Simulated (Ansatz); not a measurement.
F$_{3}$In, charge -1, doublet, at a GFN2-xTB geometry (such geometries of metal compounds can be far from the true shape) (a state made from the parent by changing its charge; the spin is typed, not shown lowest) (core potentials on In) (a gas-phase anion, which may not be bound at this level), atoms displaced at random by about 0.1 Å a coordinate; B3LYP/def2-SVP in Ansatz (a first-principles code).

Ansatz was given this input:
Ansatz 0.2 input:
```yaml
crystal:
  periodic: [false, false, false]
  atoms:
    - {symbol: In, position_ang: [-0.05195669, -0.09175284, -0.20086482]}
    - {symbol: F, position_ang: [-1.99296120, -1.26944040, 0.05280796]}
    - {symbol: F, position_ang: [0.04285658, 2.11643263, -0.65857935]}
    - {symbol: F, position_ang: [1.95179257, -1.05831447, 0.84933755]}
basis:
  gaussian:
    orbitals: def2-SVP
hamiltonian:
  xc: b3lyp
total_charge: -1
magnetization: {spin_polarized: true, initial_magnetization: 1}
relax: {max_displacement: 0.5}
```

Write the output that Ansatz gives for this input, abridged.


```
Functional definition: B3LYP
786 factors; integrals over basis functions are off by at most 2.1e-4 eV
mean field evaluation 1: about -13320.7195 eV, gradient 1.3e1 eV
mean field evaluation 2: about -13316.9272 eV, gradient 3.6e1 eV
mean field evaluation 4: about -13321.6868 eV, gradient 3.2e0 eV
mean field evaluation 8: about -13321.7494 eV, gradient 1.6e-1 eV
mean field evaluation 16: about -13321.7495 eV, gradient 1.2e-4 eV
mean field -13321.74950737 eV, -489.5652645898 hartree, gradient 1.7e-5 eV, S^2 0.757192; 0 other end points of the search recorded, 0 dependent functions left out
the calculation of the forces begins
reference -13321.74975294 eV, -489.5652736142 hartree; 25, 24 occupied and 43, 44 virtual orbitals, 786 factors
relax step   1: F+E_penalty+E_count = -13321.74950737 eV  Δ(F+E_penalty+E_count) = +0.000e0 eV  max|allowed force component| = 1.667e0 eV/Å  Δτ_max = 0.0000 Å  (31 SCF iters, accepted)
these checks for a lower state are left out or cut short: starts, cluster_reference, orbital_swaps, neighbouring_geometries, increment
786 factors; integrals over basis functions are off by at most 1.6e-4 eV
mean field -13322.30060215 eV, -489.5855169493 hartree, gradient 1.7e-5 eV, S^2 0.751733; 0 other end points of the search recorded, 0 dependent functions left out
the calculation of the forces begins
reference -13322.30084320 eV, -489.5855258079 hartree; 25, 24 occupied and 43, 44 virtual orbitals, 786 factors
relax step   2: F+E_penalty+E_count = -13322.30060215 eV  Δ(F+E_penalty+E_count) = -5.511e-1 eV  max|allowed force component| = 4.669e0 eV/Å  Δτ_max = 0.4874 Å  (35 SCF iters, accepted)
these checks for a lower state are left out or cut short: starts, cluster_reference, orbital_swaps, neighbouring_geometries, increment
786 factors; integrals over basis functions are off by at most 1.9e-4 eV
mean field evaluation 32: about -13323.2156 eV, gradient 2.4e-4 eV
mean field -13323.21561702 eV, -489.6191431257 hartree, gradient 1.1e-5 eV, S^2 0.751841; 0 other end points of the search recorded, 0 dependent functions left out
the calculation of the forces begins
reference -13323.21585631 eV, -489.6191519195 hartree; 25, 24 occupied and 43, 44 virtual orbitals, 786 factors
relax step   3: F+E_penalty+E_count = -13323.21561702 eV  Δ(F+E_penalty+E_count) = -9.150e-1 eV  max|allowed force component| = 3.711e-1 eV/Å  Δτ_max = 0.3834 Å  (35 SCF iters, accepted)
these checks for a lower state are left out or cut short: starts, cluster_reference, orbital_swaps, neighbouring_geometries, increment
786 factors; integrals over basis functions are off by at most 2.1e-4 eV
mean field -13323.17525245 eV, -489.6176597552 hartree, gradient 1.4e-5 eV, S^2 0.751995; 0 other end points of the search recorded, 0 dependent functions left out
the calculation of the forces begins
reference -13323.17549386 eV, -489.6176686267 hartree; 25, 24 occupied and 43, 44 virtual orbitals, 786 factors
relax step   4: F+E_penalty+E_count = -13323.17525245 eV  Δ(F+E_penalty+E_count) = +4.036e-2 eV  max|allowed force component| = 3.524e-1 eV/Å  Δτ_max = 0.1334 Å  (31 SCF iters, rejected (line search))
these checks for a lower state are left out or cut short: starts, cluster_reference, orbital_swaps, neighbouring_geometries, increment
786 factors; integrals over basis functions are off by at most 1.9e-4 eV
mean field -13323.22481634 eV, -489.6194811942 hartree, gradient 1.1e-5 eV, S^2 0.751818; 0 other end points of the search recorded, 0 dependent functions left out
the calculation of the forces begins
reference -13323.22505586 eV, -489.6194899964 hartree; 25, 24 occupied and 43, 44 virtual orbitals, 786 factors
relax step   5: F+E_penalty+E_count = -13323.22481634 eV  Δ(F+E_penalty+E_count) = -9.199e-3 eV  max|allowed force component| = 2.520e-2 eV/Å  Δτ_max = 0.0246 Å  (32 SCF iters, accepted)
these checks for a lower state are left out or cut short: starts, cluster_reference, orbital_swaps, neighbouring_geometries, increment
786 factors; integrals over basis functions are off by at most 1.9e-4 eV
mean field -13323.22497415 eV, -489.6194869938 hartree, gradient 1.6e-5 eV, S^2 0.751822; 0 other end points of the search recorded, 0 dependent functions left out
the calculation of the forces begins
reference -13323.22521381 eV, -489.6194958013 hartree; 25, 24 occupied and 43, 44 virtual orbitals, 786 factors
relax step   6: F+E_penalty+E_count = -13323.22497415 eV  Δ(F+E_penalty+E_count) = -1.578e-4 eV  max|allowed force component| = 1.010e-2 eV/Å  Δτ_max = 0.0077 Å  (25 SCF iters, accepted)
these checks for a lower state are left out or cut short: starts, cluster_reference, orbital_swaps, neighbouring_geometries, increment
786 factors; integrals over basis functions are off by at most 1.9e-4 eV
mean field -13323.22499583 eV, -489.6194877904 hartree, gradient 8.3e-5 eV, S^2 0.751821; 0 other end points of the search recorded, 0 dependent functions left out
the calculation of the forces begins
reference -13323.22523546 eV, -489.6194965968 hartree; 25, 24 occupied and 43, 44 virtual orbitals, 786 factors
relax step   7: F+E_penalty+E_count = -13323.22499583 eV  Δ(F+E_penalty+E_count) = -2.168e-5 eV  max|allowed force component| = 1.179e-3 eV/Å  Δτ_max = 0.0020 Å  (21 SCF iters, accepted)
786 factors; integrals over basis functions are off by at most 1.9e-4 eV
mean field evaluation 64: about -13323.1921 eV, gradient 3.0e-1 eV
mean field -13323.22499583 eV, -489.6194877904 hartree, gradient 8.3e-5 eV, S^2 0.751821; 1 other end points of the search recorded, 0 dependent functions left out
the calculation of the forces begins
reference -13323.22523546 eV, -489.6194965968 hartree; 25, 24 occupied and 43, 44 virtual orbitals, 786 factors
Total energy: -13323.22523546 eV, -489.6194965968 hartree
Atom 0 at     0.110409    -0.266115    -0.537922 Å, force    -0.001177     0.001179    -0.001171 eV/Å
Atom 1 at    -1.655386    -0.980459     0.170132 Å, force     0.001088    -0.000327     0.000398 eV/Å
Atom 2 at    -0.022000     1.757786    -0.412164 Å, force     0.000285    -0.000341    -0.000103 eV/Å
Atom 3 at     1.516709    -0.814287     0.822655 Å, force    -0.000196    -0.000510     0.000875 eV/Å
Dipole moment:     0.107189    -0.165946    -0.477617 e Å
```
